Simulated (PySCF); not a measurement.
A series of related molecules.

All values: PBE0/def2-SVPD (PySCF) at PBE0-D3(BJ)/def2-SVP geometries, gas phase, one conformer each. Core orbitals are frozen in the response; Δα² is half the sum of the squared differences of the principal polarisabilities. The calculation is non-relativistic, for gallium too.

Question: Rank by mean static polarisability, highest first.
A. `FC(F)[O][GaH2-][N+](C)(C)C`
B. `C[N+](C)(C)[GaH2-][NH]C=O`
C. `C[N+](C)(C)[GaH2-][CH](F)F`
D. `C[N+](C)(C)[GaH2-][C](F)=C(F)F`
E. `CC[CH2][GaH2-][N+](C)(C)C`

Answer: E (17.39 Å³), D (15.30 Å³), B (14.84 Å³), A (13.91 Å³), C (13.55 Å³).

Question: Rank by HOMO–LUMO gap, highest first.
A. `C[N+](C)(C)[GaH2-][NH]C=O`
B. `C[N+](C)(C)[GaH2-][C](F)=C(F)F`
C. `FC([O][GaH2-][N+](C)(C)C)F`
D. `CC[CH2][GaH2-][N+](C)(C)C`

Answer: C (8.04 eV), A (7.35 eV), D (6.92 eV), B (6.72 eV).

Question: Rank by dipole moment, lowest first.
A. `[CH3:1][N+:2]([CH3:3])([CH3:4])[GaH2-:5][CH:6]([F:7])[F:8]` with N2–Ga5–C6–F7 55°
B. `[CH3:1][CH2:2][CH2:3][GaH2-:4][N+:5]([CH3:6])([CH3:7])[CH3:8]` with C1–C2–C3–Ga4 58°, C2–C3–Ga4–N5 156°
C. `[CH3:1][N+:2]([CH3:3])([CH3:4])[GaH2-:5][NH:6][CH:7]=[O:8]` with N2–Ga5–N6–C7 180°, Ga5–N6–C7–O8 0°
D. `[CH3:1][N+:2]([CH3:3])([CH3:4])[GaH2-:5][O:6][CH:7]([F:8])[F:9]` with N2–Ga5–O6–C7 -114°, Ga5–O6–C7–F8 70°

Answer: A (4.09 D), B (4.52 D), D (5.66 D), C (6.43 D).

All values together:

```
                        SMILES      formula  μ (D)  HOMO (eV)  LUMO (eV)  α (Å³)  Δα (Å³)  electrons  α per electron (Å³)  ΔSCF removal energy (eV)
     CC[CH2][GaH2-][N+](C)(C)C     C6H18GaN   4.52      -6.65       0.27   17.39     3.90         92                0.189                      8.45
     C[N+](C)(C)[GaH2-][NH]C=O   C4H13GaN2O   6.43      -7.21       0.14   14.84     3.51         90                0.165                         –
    C[N+](C)(C)[GaH2-][O]C(F)F  C4H12F2GaNO   5.66      -7.94       0.11   13.91     1.82        100                0.139                      9.84
    C[N+](C)(C)[GaH2-][CH](F)F   C4H12F2GaN   4.09      -7.14       0.18   13.55     1.24         92                0.147                      9.20
C[N+](C)(C)[GaH2-][C](F)=C(F)F   C5H11F3GaN   5.61      -6.71       0.01   15.30     4.44        106                0.144                      8.69
```

Conformers: `[CH3:1][CH2:2][CH2:3][GaH2-:4][N+:5]([CH3:6])([CH3:7])[CH3:8]` with C1–C2–C3–Ga4 58°, C2–C3–Ga4–N5 156°; `[CH3:1][N+:2]([CH3:3])([CH3:4])[GaH2-:5][NH:6][CH:7]=[O:8]` with N2–Ga5–N6–C7 180°, Ga5–N6–C7–O8 0°; `[CH3:1][N+:2]([CH3:3])([CH3:4])[GaH2-:5][O:6][CH:7]([F:8])[F:9]` with N2–Ga5–O6–C7 -114°, Ga5–O6–C7–F8 70°; `[CH3:1][N+:2]([CH3:3])([CH3:4])[GaH2-:5][CH:6]([F:7])[F:8]` with N2–Ga5–C6–F7 55°; `[CH3:1][N+:2]([CH3:3])([CH3:4])[GaH2-:5][C:6]([F:7])=[C:8]([F:9])[F:10]` with N2–Ga5–C6–F7 5°.

A dash marks a removal energy that wasn't run or isn't settled.
